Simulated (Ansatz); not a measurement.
Computed with Ansatz on PBE0-D4/def2-TZVP structures; ΔE is electronic, products minus reactants. CCSD(T)/CBS adds triple-zeta CCSD(T) − MP2 to the extrapolated MP2 energy (def2 sets, frozen cores). This one scheme is used for every species. DFT in def2-TZVPP. B3LYP here is the variant with VWN-RPA as its local correlation; programs differ in this. Each species was taken in one conformer, which may not be the lowest.

Reaction (redistribution): `O[SiH2]N[SiH2]F` + `N[SiH2][SiH](N)Cl` → `F[SiH2]N[SiH3]` + `N[Si@H](Cl)[Si@@H](N)O`

(1) Is it downhill or uphill in electronic energy at CCSD(T)/CBS, and by how much? (An estimate is asked.)

(2) What do these levels give: PBE-D4, PBE0-D4, B3LYP-D4, ωB97X-V, ωB97M-V, PBE, r2SCAN, PBE0, MP2/def2-TZVPP, CCSD/def2-TZVPP, HF/def2-QZVPP, SCS-MP2/def2-QZVPP? (Best estimate.)

Largest T1 diagnostic among the species: 0.012.

## Answers

(1) Ansatz gave: Nearly level: ΔE = +0.8 kJ/mol.

(2) The calculation gave: PBE-D4 -2.2, PBE0-D4 -0.5, B3LYP-D4 -1.7, ωB97X-V -0.4, ωB97M-V -0.8, PBE -0.7, r2SCAN -0.1, PBE0 0.9, MP2/def2-TZVPP 0.8, CCSD/def2-TZVPP 1.6, HF/def2-QZVPP 4.3, SCS-MP2/def2-QZVPP 1.3 kJ/mol.

In def2-TZVPP, CCSD(T) changes the Hartree–Fock value by −3.2 kJ/mol (the triples alone add −0.8 kJ/mol) and MP2 by −3.2 kJ/mol.
